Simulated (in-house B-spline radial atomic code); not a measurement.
Yb. Computed with a B-spline radial atomic code. Model: non-relativistic spherical atom: semilocal Troullier-Martins pseudo-atom, one channel per l, against all electrons, high spin, G0W0 and RPA with empty states to l = 8, local potential for every l without a channel, a model core (radius 0 = none) keeps its share of the functional.

Without relativity these are model numbers for so heavy an element.

What the tables leave out is listed at the end.

The pseudopotential gives back the lowest level of each angular momentum of its own functional in the configuration it was made in; a second state of the same l is only approximately right. Exact exchange, RPA and GW see the smooth pseudo-orbitals and miss the exchange with the core, for which the functional's share stands in. The column with an uncorrelated core keeps all orbitals and exact exchange, and so separates missing core correlation from pseudisation. Only the three outermost levels and the lowest empty one were computed. RPA here is direct RPA, with no exchange kernel, and its energies carry an (l + 1/2)⁻⁴ tail. A hybrid on a potential with a model core restores only its own semilocal share of the core's exchange.

Command:
```bash
python run_psgw.py task.json out
```
Settings (lengths in bohr, energies in hartree):
```
Z                      70
electrons              70
configuration          [Xe] 4f14 6s2
generated_in           [Xe] 4f14 6s2
functional             pbe,pbe
core_shells            8
radius_factor          1
core_correction        False
ion_configuration      [Xe] 4f14 6s1
```

Run time, properties included: 2.3 min on 1 thread of Arm Neoverse N1, on a shared host.

Given: made with PBE; model core radius 0 bohr; local radius 0.662 bohr; mean-field start PBE.

Valence shells of the generating configuration: 4d, 5s, 5p, 4f, 6s.

Channel: s 1.167, p 1.275, d 0.494, f 1.613 (radii in bohr).

Computed: largest level miss in the spin-unpolarised generating configuration 0.027 eV; valence RPA correlation energy all-electron orbitals -2.9266 hartree; valence RPA correlation energy pseudo -3.3023 hartree; pseudo-atom RPA polarisability 124.63 bohr³; ionisation by mean-field all-electron 5.8302 eV; ionisation by mean-field pseudo minus all 0.038 eV; ionisation by RPA pseudo minus all 0.121 eV.

```csv
level,occupied,mean-field all-electron (eV),mean-field pseudo minus all (eV),G0W0 all-electron (eV),G0W0 uncorrelated core minus all (eV),G0W0 pseudo minus all (eV),exchange self-energy all-electron (eV),exchange self-energy pseudo (eV)
6s,1,-3.6045,-0.027,-5.8568,-0.007,-0.133,-7.1234,-7.1258
```

(1) What is the ionisation by RPA all-electron?

(2) What is the all-electron RPA polarisability, core included?

Given: mean-field start PBE0.

Computed: valence RPA correlation energy all-electron orbitals -2.7947 hartree; valence RPA correlation energy pseudo -3.1848 hartree; all-electron RPA polarisability, core included 111.13 bohr³; ionisation by mean-field all-electron 5.7106 eV; ionisation by mean-field pseudo minus all 0.056 eV; ionisation by RPA pseudo minus all 0.114 eV.

| level | occupied | mean-field all-electron (eV) | mean-field pseudo minus all (eV) | G0W0 all-electron (eV) | G0W0 uncorrelated core minus all (eV) | G0W0 pseudo minus all (eV) | exchange self-energy all-electron (eV) | exchange self-energy pseudo (eV) |
| --- | --- | --- | --- | --- | --- | --- | --- | --- |
| 6s | 1 | -4.1145 | -0.043 | -5.9402 | -0.007 | -0.135 | -6.9687 | -6.9953 |
| 6p (empty) | 0 | -0.92121 | -0.016 | -0.16275 | -0.003 | -0.046 | -1.4264 | -1.4495 |

(3) What is the pseudo-atom RPA polarisability?

(4) What is the ionisation by RPA all-electron?

Given: mean-field start Hartree-Fock.

Computed: valence RPA correlation energy all-electron orbitals -2.4892 hartree; all-electron RPA polarisability, core included 95.018 bohr³; pseudo-atom RPA polarisability 91.209 bohr³; ionisation by mean-field all-electron 4.7803 eV; ionisation by mean-field pseudo minus all 0.085 eV; ionisation by RPA all-electron 5.6684 eV.

| level | occupied | mean-field all-electron (eV) | mean-field pseudo minus all (eV) | G0W0 all-electron (eV) | G0W0 uncorrelated core minus all (eV) | G0W0 pseudo minus all (eV) | exchange self-energy all-electron (eV) | exchange self-energy pseudo (eV) |
| --- | --- | --- | --- | --- | --- | --- | --- | --- |
| 6s | 1 | -4.9651 | -0.087 | -5.8725 | -0.006 | -0.091 | -6.4568 | -6.5115 |
| 4f | 1 | -19.93 | 4.909 | -15.83 | 0.18 | 3.319 | -76.825 | -53.26 |

(5) What is the valence RPA correlation energy pseudo?

(6) What is the ionisation by RPA pseudo minus all?

Results:

(1) 6.2344 eV.

(2) 126.32 bohr³.

(3) 108.72 bohr³.

(4) 6.0409 eV.

(5) -2.902 hartree.

(6) 0.11 eV.

Among the listed levels the largest G0W0 shift of the pseudo-atom is +3.32 eV, for 4f on the Hartree-Fock start, while leaving the core uncorrelated moves that level by +0.18 eV. So pseudisation and the lost core exchange, not the missing core correlation, make the error. Not in the tables (levels of low weight, unsolved or above zero; the highest and the empty levels are kept at any weight): on PBE the G0W0 levels 4f (pseudo minus all +4.25 eV, weights 0.45 and 0.11), 5p (pseudo minus all -2.07 eV, weights 0.08 and 0.07), 5d (pseudo minus all +0.07 eV, weights 0.50 and 0.54); on PBE0 the G0W0 levels 4f (pseudo minus all +6.47 eV, weights 0.72 and 0.05), 5p (pseudo minus all -1.86 eV, weights 0.00 and 0.49); on Hartree-Fock the G0W0 levels 5p (pseudo minus all -1.62 eV, weights 0.50 and 0.88).
